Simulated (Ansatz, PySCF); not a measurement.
C2H4NO, SMILES `C[N+]C=O` (triplet; the order of the spin states depends on the level; C–N–C–O torsion 0°) (charge 1, multiplicity 3). This triplet lies 0.24 eV below the relaxed singlet at the level B3LYP-D3(BJ)/def2-TZVP (PySCF); other levels give the other order.

Cartesian coordinates (Å):
```xyz
8

C      1.1089     0.1054     0.0769
N     -0.0733    -0.3371    -0.4994
C     -1.4691    -0.2000    -0.1922
O     -1.6677     0.4468     0.7905
H      1.1996    -0.2804     1.1078
H      1.9488    -0.2581    -0.5292
H      1.1268     1.2091     0.1137
H     -2.1739    -0.6857    -0.8679
```
Charge +1, spin multiplicity 3.

Frozen-core energies in 6-31g from Ansatz (a first-principles code) at a geometry from B3LYP-D3(BJ)/def2-TZVP; the HF reference has <S^2> = 2.27 and the T1 diagnostic is 0.047.

```csv
level,energy (Ha)
HF,-206.91095
MP2,-207.24372
CCSD,-207.29909
```

### Question
Estimate the energies of CCSD(T), CCSDT and CCSDT(Q), and give each level's difference from CCSDT(Q).

### Answer

```tsv
level	energy (Ha)	difference from CCSDT(Q) (mHa)
MP2	-207.24372	70.20
CCSD	-207.29909	14.83
CCSD(T)	-207.31045	3.47
CCSDT	-207.31241	1.51
CCSDT(Q)	-207.31392	0.00
```
